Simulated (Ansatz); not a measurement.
`[OH][GeH]([F])[GeH3]` + `B[CH2][AlH2]` → `B[CH2][AlH][GeH3]` + `[OH][GeH2][F]`  (formal exchange of groups at a Ge–Ge bond)

Computed with Ansatz on PBE0-D4/def2-TZVP structures; ΔE is electronic, products minus reactants. CBS: MP2 limit from def2 TZ/QZ plus the TZ coupled-cluster correction, frozen cores. DFT in def2-TZVPP. B3LYP here is the variant with VWN-RPA as its local correlation; programs differ in this. For Ge outer-core shells are correlated without core-valence functions, which leaves a few kJ/mol of doubt a bond. Scalar relativity is left out up to krypton. One conformer a species, not always the lowest.

```
               species  B3LYP-D4 energy (Eh)
`[OH][GeH]([F])[GeH3]`           -4332.33708
        `B[CH2][AlH2]`            -309.04066
   `B[CH2][AlH][GeH3]`           -2387.30952
       `[OH][GeH2][F]`           -2254.06764
```

(1) Work out ΔE.

Largest T1 diagnostic among the species: 0.012.

Results:

(1) ΔE = (-2387.30952) + (-2254.06764) − (-4332.33708) − (-309.04066) = 0.00058 Eh = +0.02 eV. CCSD(T)/CBS gives -0.04 eV.
